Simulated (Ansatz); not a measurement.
Stepwise reaction of `[OH][Ge]([Cl])([Cl])[Cl]` with water, as a gas-phase model of exchange steps in deposition or etching. ΔE in kJ/mol.

Program: Ansatz. Geometries: PBE0-D4/def2-TZVP. ΔE: electronic, gas phase. CBS: MP2 limit from def2 TZ/QZ plus the TZ coupled-cluster correction, frozen cores. This one scheme is used for every species. DFT in def2-TZVPP. B3LYP here is the variant with VWN-RPA as its local correlation; programs differ in this. For Ge outer-core shells are correlated without core-valence functions, which leaves a few kJ/mol of doubt a bond. Scalar relativity is left out up to krypton. One conformer a species, not always the lowest.

```json
{"step": "1", "reaction": "`[OH][Ge]([Cl])([Cl])[Cl]` + H₂O → `[OH][Ge]([OH])([Cl])[Cl]` + HCl", "PBE-D4": "31.9", "B3LYP-D4": "29.3", "ωB97M-V": "28.1", "CCSD(T)/CBS": "28.3"}
{"step": "2", "reaction": "`[OH][Ge]([OH])([Cl])[Cl]` + H₂O → `[OH][Ge]([OH])([OH])[Cl]` + HCl", "PBE-D4": "33.3", "B3LYP-D4": "30.1", "ωB97M-V": "29.3", "CCSD(T)/CBS": "29.3"}
{"step": "3", "reaction": "`[OH][Ge]([OH])([OH])[Cl]` + H₂O → `[OH][Ge]([OH])([OH])[OH]` + HCl", "PBE-D4": "34.2", "B3LYP-D4": "30.5", "ωB97M-V": "28.9", "CCSD(T)/CBS": "27.7"}
```

Problem. By hand: ΔE of the 3 steps together at CCSD(T)/CBS.

Solution. (28.3) + (29.3) + (27.7) = 85.3 kJ/mol, or 28.4 kJ/mol a step.

In ΔE the steps differ by no more than 1.6 kJ/mol. All are uphill at CCSD(T)/CBS. PBE-D4 differs from CCSD(T)/CBS by 3.6 to 6.5 kJ/mol a step. Isolated molecules leave out the surface, adducts and barriers. Largest T1 diagnostic: 0.012.
